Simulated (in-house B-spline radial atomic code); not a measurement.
A fraction x of an electron is removed from 2p in Mg V (Mg4+), starting from [He] 2s2 2p4 and keeping the highest spin. All numbers are computed (scalar-relativistic (X2C) SCAN, spin-polarised, spherical fractional occupations; Fermi nucleus of rms radius 3.057 fm) with an all-electron radial atomic-structure program (B-spline basis), not measured.

```tsv
x	E(x) - E(0) (eV)	2p down level (eV)
0	0.0000	-124.691
0.07	8.8016	-126.783
0.17	21.6297	-129.781
0.32	41.4348	-134.287
0.38	49.5462	-136.093
0.5	66.0943	-139.711
0.62	83.0770	-143.335
0.73	99.0268	-146.663
0.77	104.9176	-147.877
0.94	130.4963	-153.060
1	139.7357	-
```

The exact functional would give a straight line between the two integer points. Deviations E(x) - E(0) - x[E(1) - E(0)], in eV: -0.98 at x = 0.07, -2.125 at x = 0.17, -3.281 at x = 0.32, -3.553 at x = 0.38, -3.774 at x = 0.5, -3.559 at x = 0.62, -2.98 at x = 0.73, -2.679 at x = 0.77, -0.855 at x = 0.94.

The curve lies below the straight line by up to 3.774 eV (at x = 0.5): convex, the delocalisation error that favours fractional charges.

**Question.** How well does Slater's transition state (minus the level at half occupation) give the ionisation energy?

**Answer.** It gives 139.711 eV against 139.736 eV from the two total energies; NIST lists 141.33 eV, ground level to ground level.
